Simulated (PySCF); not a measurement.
C₄H₁₁F₃GeSi.
Atom-mapped SMILES: `[CH3:1][CH2:2][GeH2:3][C@H:4]([SiH3:5])[C:6]([F:7])([F:8])[F:9]` (hydrogens: H10, H11, H12 on C1; H13, H14 on C2; H15, H16 on Ge3; H17 on C4; H18, H19, H20 on Si5)

Method: PBE0-D3(BJ)/def2-SVP geometry optimisation, gas phase (PySCF 2.14.0).

(1) List the bond lengths, angles and torsions at this level.

Results:

(1) 
| bond | length (Å) |
| --- | --- |
| C1–C2 | 1.524 |
| C2–Ge3 | 1.959 |
| Ge3–C4 | 1.989 |
| C4–Si5 | 1.899 |
| C4–C6 | 1.502 |
| C6–F7, C6–F8, C6–F9 | 1.342 |
| C1–H10, C1–H11, C1–H12 | 1.102 |
| C2–H13 | 1.102 |
| C2–H14 | 1.103 |
| Ge3–H15 | 1.539 |
| Ge3–H16 | 1.541 |
| C4–H17 | 1.102 |
| Si5–H18, Si5–H19, Si5–H20 | 1.492 |

Bonds in one row agree within 0.01 Å and their mean is given. A selection of angles:
| angle | degrees |
| --- | --- |
| C2–C1–H10 | 111.8 |
| H10–C1–H11 | 106.9 |
| C1–C2–Ge3 | 113.5 |
| C1–C2–H13 | 110.9 |
| C1–C2–H14 | 111.0 |
| Ge3–C2–H13 | 106.9 |
| Ge3–C2–H14 | 108.3 |
| H13–C2–H14 | 105.9 |
| C2–Ge3–C4 | 108.7 |
| C2–Ge3–H15 | 111.4 |
| C2–Ge3–H16 | 109.6 |
| C4–Ge3–H15 | 108.1 |
| C4–Ge3–H16 | 108.6 |
| H15–Ge3–H16 | 110.3 |
| Ge3–C4–Si5 | 110.8 |
| Ge3–C4–C6 | 112.0 |
| Ge3–C4–H17 | 106.6 |
| Si5–C4–C6 | 112.7 |
| Si5–C4–H17 | 107.6 |
| C6–C4–H17 | 106.9 |
| C4–Si5–H18 | 111.1 |
| C4–Si5–H19 | 107.9 |
| C4–Si5–H20 | 110.5 |
| H18–Si5–H19 | 109.2 |
| C4–C6–F7 | 111.5 |
| C4–C6–F9 | 112.5 |
| F7–C6–F8 | 106.9 |
| F8–C6–F9 | 106.5 |

Torsions: C1–C2–Ge3–C4 -63° (synclinal); C2–Ge3–C4–Si5 -46° (synclinal); Ge3–C4–C6–F7 73° (synclinal).

The 2 C–C bonds span 1.502 Å (C4–C6, drawn single) to 1.524 Å (C1–C2, drawn single), a spread of 0.022 Å. Si5 (SiH3 silicon) is tetrahedral (angles from 107.9° to 111.1°). Ge3 (germanium bonded to 2 C and 2 H) is tetrahedral (angles from 108.1° to 111.4°). All 3 C–F bonds measure 1.340 to 1.343 Å. The 2 C–Ge bonds span 1.959 Å (C2–Ge3, drawn single) to 1.989 Å (Ge3–C4, drawn single), a spread of 0.030 Å. Of the pairs four or more bonds apart, Si5···H14 is among the closest relative to their van der Waals radii: 3.14 Å, 95 % of the sum of Bondi's values.

Point group: C1 (no symmetry element, even within 0.4 Å). No PBE0-D3(BJ)/def2-SVP frequencies stand behind this structure, so it isn't proved a minimum. One conformer, not necessarily the lowest.
